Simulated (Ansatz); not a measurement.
H2Sb, SMILES [SbH2-], charge -1.

Geometry: r2SCAN-D4/def2-TZVPD. The def2 effective core potentials stand for the cores of Sb; spin–orbit coupling is left out.

Two levels are set side by side: PBE/def2-TZVPD (Ansatz, a first-principles code) and ωB97X-V/def2-TZVPD (Ansatz). Energy differences of separate SCF runs at the same geometry; the states with an electron removed or added have multiplicity 2. Differences are taken from unrounded values.

| quantity | ωB97X-V | PBE | PBE minus ωB97X-V |
|---|---|---|---|
| vertical ionisation energy (eV) | 1.24 | 1.20 | -0.04 |
| vertical singlet–triplet gap (eV) | 2.68 | 2.26 | -0.42 |
